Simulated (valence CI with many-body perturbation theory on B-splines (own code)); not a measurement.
## E1 line list for Yb LXVI

Computed by configuration interaction combined with many-body perturbation theory (CI+MBPT): three valence electrons over a frozen Dirac-Fock core [He], a basis of 11 s, 11 p, 10 d, 8 f, 5 g, 2 h functions for each j, with the one-electron correlation potential Σ1 (screened to all orders), the two-electron term Σ2, the three-electron term Σ3, Breit, model QED; selected single and double excitations, second order for the rest, scaled by the run's own slope (own B-spline code, finite nucleus).

The last digits are not significant, and no measured levels were compared; by estimate large intervals hold to a few tenths of a per cent, small ones and those within an open d or f shell to about a per cent.

Lines 151 to 200 of 576 in falling wavelength, among levels below 109110 × 10³ cm⁻¹, chosen from the strongest by gf and those to the six lowest levels. Wavelengths and rates use the calculated energies. Electric multipoles are in the length gauge, E1 and E2 with the static RPA response of the core. Weak lines are less certain than strong ones. Lines between different terms over intervals too small for the method are left out, as are lines whose strength nearly cancels.

Levels are named by their leading jj configuration (3d3/2^4 stands for four electrons in 3d with j = 3/2), which in mixed levels can hold well under half, so a name can repeat and another be missing. Letters in brackets count levels of one name in rising energy.

```tsv
λ vac (nm)	Upper	Lower	A (s⁻¹)	S (a.u.) with core polarisation	S without
0.9232	(2p3/2^2 3s) J=3/2	(2s 2p3/2 3s) J=1/2	3.62e+12	5.62e-03	5.63e-03
0.9225	(2p3/2^2 3d5/2) J=3/2	(2s 2p3/2 3d5/2) J=3/2 [b]	2.86e+12	4.44e-03	4.44e-03
0.9212	(2p3/2^2 3d5/2) J=5/2 [a]	(2s 2p3/2 3d5/2) J=5/2 [b]	1.66e+12	3.85e-03	3.86e-03
0.9189	(2p3/2^2 3p3/2) J=3/2 [a]	(2s 2p3/2 3p3/2) J=1/2 [b]	3.91e+12	5.99e-03	5.99e-03
0.9188	(2p1/2 2p3/2^2) J=3/2	(2s 2p1/2 2p3/2) J=1/2	3.91e+12	5.99e-03	6.00e-03
0.9096	(2p1/2 2p3/2 3d5/2) J=3/2 [a]	(2s 2p1/2 3d5/2) J=3/2	2.32e+12	3.44e-03	3.45e-03
0.9082	(2p1/2 2p3/2 3d5/2) J=5/2 [a]	(2s 2p1/2 3d5/2) J=5/2 [b]	1.75e+12	3.87e-03	3.88e-03
0.9078	(2p1/2 2p3/2 3p3/2) J=3/2 [a]	(2s 2p1/2 3p3/2) J=3/2 [b]	2.36e+12	3.49e-03	3.49e-03
0.9051	(2p1/2 2p3/2^2) J=5/2	(2s 2p1/2 2p3/2) J=3/2 [b]	4.76e+12	1.04e-02	1.05e-02
0.9044	(2p1/2 2p3/2 3d3/2) J=5/2 [a]	(2s 2p1/2 3d3/2) J=5/2	2.49e+12	5.46e-03	5.46e-03
0.9020	(2p1/2 2p3/2 3p1/2) J=3/2 [a]	(2s 2p1/2 3p1/2) J=3/2	2.24e+12	3.24e-03	3.25e-03
0.9019	(2p1/2 2p3/2 3d5/2) J=9/2	(2s 2p1/2 3d5/2) J=7/2	4.08e+12	1.48e-02	1.48e-02
0.9017	(2p1/2 2p3/2 3s) J=3/2 [b]	(2s 2p1/2 3s) J=1/2 [b]	3.78e+12	5.47e-03	5.48e-03
0.9013	(2p1/2 2p3/2 3p3/2) J=7/2	(2s 2p1/2 3p3/2) J=5/2	4.60e+12	1.33e-02	1.33e-02
0.9007	(2p3/2^3) J=3/2	(2s 2p3/2^2) J=3/2	1.02e+13	1.48e-02	1.48e-02
0.9006	(2p1/2 2p3/2 3d5/2) J=5/2 [a]	(2s 2p1/2 3d5/2) J=7/2	1.22e+12	2.64e-03	2.64e-03
0.9002	(2p3/2^3) J=3/2	(2s 2p3/2^2) J=1/2	2.33e+12	3.36e-03	3.36e-03
0.8981	(2p3/2^2 3d5/2) J=5/2 [b]	(2s 2p3/2 3d5/2) J=3/2 [b]	1.38e+12	2.95e-03	2.95e-03
0.8979	(2p3/2^2 3p3/2) J=1/2	(2s 2p3/2 3p3/2) J=1/2 [a]	4.49e+12	3.21e-03	3.22e-03
0.8975	(2p3/2^2 3p3/2) J=3/2 [b]	(2s 2p3/2 3p3/2) J=3/2 [b]	5.39e+12	7.70e-03	7.71e-03
0.8971	(2p1/2 2p3/2 3p3/2) J=3/2 [b]	(2s 2p1/2 3p3/2) J=1/2	2.32e+12	3.30e-03	3.31e-03
0.8971	(2p1/2 2p3/2 3d5/2) J=5/2 [b]	(2s 2p1/2 3d5/2) J=3/2	1.97e+12	4.21e-03	4.22e-03
0.8969	(2s 2p3/2 3d5/2) J=7/2 [b]	(2s^2 3d5/2) J=5/2	5.79e+12	1.65e-02	1.65e-02
0.8967	(2p1/2 2p3/2 3d5/2) J=5/2 [b]	(2s 2p1/2 3d5/2) J=5/2 [b]	1.36e+12	2.90e-03	2.91e-03
0.8962	(2s 2p3/2 3d3/2) J=3/2 [b]	(2s^2 3d3/2) J=3/2	5.12e+12	7.27e-03	7.28e-03
0.8955	(2p3/2^2 3p3/2) J=5/2	(2s 2p3/2 3p3/2) J=5/2 [a]	3.32e+12	7.06e-03	7.07e-03
0.8955	(2p3/2^2 3d3/2) J=3/2 [b]	(2s 2p3/2 3d3/2) J=1/2 [b]	2.01e+12	2.84e-03	2.85e-03
0.8954	(2s 2p3/2 3p3/2) J=5/2 [b]	(2s^2 3p3/2) J=3/2	6.40e+12	1.36e-02	1.36e-02
0.8954	(2p1/2 2p3/2 3d5/2) J=7/2 [a]	(2s 2p1/2 3d5/2) J=5/2 [a]	3.61e+12	1.02e-02	1.02e-02
0.8954	(2p3/2^2 3d5/2) J=7/2	(2s 2p3/2 3d5/2) J=7/2 [a]	2.19e+12	6.20e-03	6.21e-03
0.8953	(2p1/2 2p3/2 3d3/2) J=5/2 [b]	(2s 2p1/2 3d3/2) J=3/2 [b]	4.09e+12	8.69e-03	8.70e-03
0.8952	(2p3/2^2 3d5/2) J=5/2 [b]	(2s 2p3/2 3d5/2) J=5/2 [b]	3.33e+12	7.08e-03	7.09e-03
0.8946	(2p1/2 2p3/2 3d3/2) J=3/2 [b]	(2s 2p1/2 3d3/2) J=1/2	2.18e+12	3.08e-03	3.08e-03
0.8941	(2p1/2 2p3/2 3d3/2) J=7/2	(2s 2p1/2 3d3/2) J=5/2	4.09e+12	1.15e-02	1.16e-02
0.8935	(2p1/2 2p3/2 3p1/2) J=5/2	(2s 2p1/2 3p1/2) J=3/2	4.64e+12	9.80e-03	9.82e-03
0.8935	(2p3/2^2 3d5/2) J=1/2	(2s 2p3/2 3d5/2) J=3/2 [a]	3.53e+12	2.49e-03	2.49e-03
0.8926	(2p1/2 2p3/2 3p1/2) J=3/2 [b]	(2s 2p1/2 3p1/2) J=1/2 [b]	4.74e+12	6.65e-03	6.66e-03
0.8925	(2p1/2 2p3/2 3p3/2) J=5/2 [a]	(2s 2p1/2 3p3/2) J=3/2 [a]	2.70e+12	5.68e-03	5.69e-03
0.8923	(2p1/2 2p3/2 3d5/2) J=7/2 [b]	(2s 2p1/2 3d5/2) J=5/2 [b]	2.22e+12	6.23e-03	6.23e-03
0.8917	(2p1/2 2p3/2 3d3/2) J=3/2 [b]	(2s 2p1/2 3d3/2) J=3/2 [b]	2.33e+12	3.26e-03	3.26e-03
0.8908	(2p3/2^2 3d5/2) J=7/2	(2s 2p3/2 3d5/2) J=5/2 [a]	1.93e+12	5.38e-03	5.39e-03
0.8903	(2p3/2^2 3d3/2) J=3/2 [b]	(2s 2p3/2 3d3/2) J=5/2 [b]	5.61e+12	7.81e-03	7.83e-03
0.8896	(2p3/2^2 3p1/2) J=1/2	(2s 2p3/2 3p1/2) J=3/2 [b]	7.43e+12	5.16e-03	5.17e-03
0.8894	(2s 2p3/2 3d3/2) J=5/2 [b]	(2s^2 3d3/2) J=3/2	5.48e+12	1.14e-02	1.14e-02
0.8893	(2p3/2^2 3s) J=1/2	(2s 2p3/2 3s) J=3/2 [b]	7.30e+12	5.07e-03	5.08e-03
0.8887	(2p3/2^2 3p1/2) J=1/2	(2s 2p3/2 3p1/2) J=1/2	3.53e+12	2.44e-03	2.45e-03
0.8887	(2p1/2 2p3/2 3s) J=5/2	(2s 2p1/2 3s) J=3/2	4.57e+12	9.49e-03	9.50e-03
0.8885	(2p1/2 2p3/2 3d3/2) J=1/2 [b]	(2s 2p1/2 3d3/2) J=1/2	4.28e+12	2.96e-03	2.97e-03
0.8882	(2p1/2 2p3/2 3p1/2) J=1/2	(2s 2p1/2 3p1/2) J=1/2 [a]	4.53e+12	3.13e-03	3.14e-03
0.8881	(2s 2p3/2 3p1/2) J=1/2	(2s^2 3p1/2) J=1/2	6.99e+12	4.83e-03	4.84e-03
```
